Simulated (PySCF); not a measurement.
Correlation energy of Sc (scandium, neutral)

[Ar] 3d2 4s1, high-spin 4F determinant (an excited configuration). All numbers are calculated (PySCF 2.14, scalar relativity by spin-free X2C-1e, in aug-cc-pVDZ-DK). Frozen: [Ar]; 3 electrons correlated.

```
  level  correlation energy (mhartree)
   CCSD                         -17.96
    (T)                          -0.20
CCSD(T)                         -18.16
```

Diagnostics: T1 = 0.022, D1 = 0.0358, largest double amplitude 0.055.

Cost of the coupled-cluster step: of the order of 0.9 core-seconds, for 3 correlated electrons.

Iterations:

```
CC2 = 0
CCSD nocc = (np.int64(3), np.int64(0)), nmo = (50, 50)
frozen orbitals [[0, 1, 2, 3, 4, 5, 6, 7, 8], [0, 1, 2, 3, 4, 5, 6, 7, 8]]
max_cycle = 100
direct = 0
conv_tol = 1e-08
conv_tol_normt = 1e-06
diis_space = 8
diis_start_cycle = 0
Init t2, MP2 energy = -0.011836972603893
Init E_corr(UCCSD) = -0.0118369726043768
cycle = 1  E_corr(UCCSD) = -0.0156039091975371  dE = -0.00376693659  norm(t1,t2) = 0.0364404
cycle = 2  E_corr(UCCSD) = -0.0169256585074479  dE = -0.00132174931  norm(t1,t2) = 0.0186713
cycle = 3  E_corr(UCCSD) = -0.018038854664569  dE = -0.00111319616  norm(t1,t2) = 0.0109731
cycle = 4  E_corr(UCCSD) = -0.0179426882555782  dE = 9.6166409e-05  norm(t1,t2) = 0.00269388
cycle = 5  E_corr(UCCSD) = -0.0179583244412788  dE = -1.56361857e-05  norm(t1,t2) = 0.000579648
cycle = 6  E_corr(UCCSD) = -0.017955632351845  dE = 2.69208943e-06  norm(t1,t2) = 0.000169295
cycle = 7  E_corr(UCCSD) = -0.0179546014378841  dE = 1.03091396e-06  norm(t1,t2) = 6.12258e-05
cycle = 8  E_corr(UCCSD) = -0.0179553046126934  dE = -7.03174809e-07  norm(t1,t2) = 2.35829e-05
cycle = 9  E_corr(UCCSD) = -0.01795540555784  dE = -1.00945147e-07  norm(t1,t2) = 1.29306e-05
cycle = 10  E_corr(UCCSD) = -0.0179552813358963  dE = 1.24221944e-07  norm(t1,t2) = 4.63657e-06
cycle = 11  E_corr(UCCSD) = -0.0179552551196204  dE = 2.62162759e-08  norm(t1,t2) = 1.60162e-06
cycle = 12  E_corr(UCCSD) = -0.0179552746719939  dE = -1.95523735e-08  norm(t1,t2) = 4.34428e-07
cycle = 13  E_corr(UCCSD) = -0.0179552794513179  dE = -4.77932402e-09  norm(t1,t2) = 1.3727e-07
UCCSD converged
E(UCCSD) = -763.2601616373312  E_corr = -0.0179552794513179
UCCSD(T) correction = -0.000196669554664998
```
